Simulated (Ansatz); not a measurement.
A nudged elastic band was laid between two geometries of CH₂F₃Si (7 atoms, charge 1, multiplicity 1).

All numbers below come from Ansatz 0.2.0, RKS BHLYP/def2-mTZVP.

| Quantity | Value |
| --- | --- |
| movable images | 2 |
| climbing image | no |
| spring | 5.0 eV/Å² |
| optimiser | quadratic models (default) |
| start path | IDPP |
| force threshold | 0.05 eV/Å |
| iteration limit | 60 |
| end points | relaxed |

Initial state:

```xyz
7
Properties=species:S:1:pos:R:3
F 0.156 -0.694 1.662
C 0.374 -0.666 0.368
F -0.106 -1.760 -0.190
F 1.669 -0.575 0.134
Si -0.493 0.865 -0.453
H -1.241 1.805 0.374
H -0.360 1.026 -1.896
```

Final state:

```xyz
7
Properties=species:S:1:pos:R:3
F 0.873 -0.346 1.497
C 0.358 -0.694 0.331
F -0.513 -1.661 0.500
F 1.318 -1.093 -0.479
Si -0.483 0.880 -0.434
H -1.923 0.894 -0.666
H 0.369 2.020 -0.749
```

(1) Which bonds break or form, and what moves?

(2) Give the energies along the band, and the barrier.

Results:

(1) No bond is made or broken. The dihedral F3–C2–Si5–H7 goes from -58 to -177°. The two ends are copies of one structure, up to a mirror image or an exchange of like atoms.

(2) The forces met the threshold. The highest image is number 0 of 0 to 3, 0.000 eV above the ends, which have the same energy within 2 meV. The highest image is an end point: on this band no image between the ends rises above it. So few images can step over the top or miss a turn of the path. Limits of this set-up: the dipole of an ion depends on the origin.

```json
{"image": "0", "path coordinate (Å)": "0.00", "energy (eV)": "0.000", "dihedral F3–C2–Si5–H7 (°)": "-58"}
{"image": "1", "path coordinate (Å)": "0.95", "energy (eV)": "-0.001", "dihedral F3–C2–Si5–H7 (°)": "-97"}
{"image": "2", "path coordinate (Å)": "1.89", "energy (eV)": "-0.001", "dihedral F3–C2–Si5–H7 (°)": "-139"}
{"image": "3", "path coordinate (Å)": "2.84", "energy (eV)": "0.000", "dihedral F3–C2–Si5–H7 (°)": "-177"}
```

Time of the run: 58 s on 2 threads of Arm Neoverse N1 (shared host), peak memory 0.2 GiB.
